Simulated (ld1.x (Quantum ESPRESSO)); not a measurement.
# S (Z = 16): one change to a TM potential, before and after

ld1.x (Quantum ESPRESSO) 7.5 input, shortened:

```
&input
   title='S', zed=16., rel=1, dft='PZ', iswitch=3,
   config='[Ne] 3s1.75 3p4.25'
 /
 &inputp
   pseudotype=2, tm=.true., lloc=0,
   nlcc=.true., new_core_ps=.true., rcore=0.80
 /
2
3P  2  1   4.25   0.00  1.50  1.50  0.0
3S  1  0   1.75   0.00  1.50  1.50  0.0
 &test
   configts(1)='3s1.75 3p4.25'
 /
```

All-electron outer shells of the reference configuration (LDA (PZ), scalar-relativistic, ld1.x):

```tsv
shell	level (eV)	outermost node (bohr)	outermost maximum (bohr)
2s	-211.15	0.13	0.39
2p	-156.87	–	0.33
3s	-17.46	0.60	1.40
3p	-7.25	0.58	1.59
```

Change: wave 3s (bound): rc 1.50 bohr becomes 3s (bound): rc 1.26 bohr.

Cutoffs: the cutoffs (Ry, on a coarse ladder) from which the occupation-weighted sum of valence levels, in a spherical-Bessel basis at the reference potential, stays within 10 and 1 mRy of its value at 400 Ry; they do not see the model core or the augmentation charge, which bear on the density cutoff. Errors are all-electron minus pseudo energies relative to the spin-unpolarised reference configuration.

How do hardness, ghosts and transferability respond?

The potential gets harder (35 Ry and 60 Ry → 40 Ry and 70 Ry); the errors of the 9 common tests hardly move; neither file shows a bound ghost. A smaller radius makes the pseudo-wave follow the all-electron one further in, where it bends more sharply, so more plane waves are needed.

| quantity | base | changed |
| --- | --- | --- |
| cutoff, loose | 35 Ry | 40 Ry |
| cutoff, tight | 60 Ry | 70 Ry |
| bound ghosts | none | none |
| error for 3s2 3p4, meV [ΔE -2.55 eV] | 0.0 | 0.0 |
| error for 3s2 3p3, meV [ΔE 9.32 eV] | +3.0 | +2.9 |
| error for 3s2 3p2, meV [ΔE 31.69 eV] | +24 | +24 |
| error for 3s2 3p0, meV [ΔE 112.83 eV] | +205 | +203 |
| error for 3s2 3p1, meV [ΔE 65.85 eV] | +84 | +83 |
| error for 3s2 3p3.5, meV [ΔE 2.16 eV] | +0.3 | +0.3 |
| error for 3s1 3p4, meV [ΔE 20.11 eV] | +4.5 | +4.6 |
| error for 3s1.75 3p4.25 (spin-polarised), meV [ΔE -0.74 eV] | +9.6 | +9.6 |
| error for 3s2 3p4 (spin-polarised), meV [ΔE -3.25 eV] | +8.7 | +8.7 |
| s: phases at 1.64 bohr within 0.05 rad from the reference energy up to (Ry; the scan ends near 5) | to the end of the scan | to the end of the scan |
| p: phases at 1.64 bohr within 0.05 rad from the reference energy up to (Ry; the scan ends near 5) | to the end of the scan | to the end of the scan |
